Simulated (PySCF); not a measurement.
H6MgOSi2. Atoms are numbered in the order given.

```xyz
10

Mg     0.0000     0.0000     0.5496
Si     0.0000     0.0000     3.0869
H     -0.8236    -1.1151     3.6561
H     -0.5539     1.2708     3.6561
H      1.3775    -0.1557     3.6561
O      0.0000     0.0000    -1.2524
Si     0.0000     0.0000    -2.8894
H     -1.1777     0.7464    -3.4365
H     -0.0575    -1.3932    -3.4365
H      1.2353     0.6468    -3.4365
```
Charge 0, spin multiplicity 1.

Geometry optimised at ωB97X-D3(BJ)/def2-SVP. The structure was generated by enumeration; whether it is a known compound was not checked. The values are those of a single conformer.

Computed with r2SCAN/def2-TZVP (PySCF).

Gas-phase values at a fixed geometry.

total energy: -857.90297 hartree
point group: C3
highest occupied level: -6.68 eV
lowest empty level: -1.46 eV
orbital gap: 5.22 eV
dipole moment: 1.23 D
quadrupole, principal values (traceless, Buckingham form, about the centre of nuclear charge): -16.31, 8.15, 8.15 D·Å
mean static polarisability: 89.9 bohr³ (13.32 Å³)
polarisability, principal values: 77.8, 77.8, 114.0 bohr³
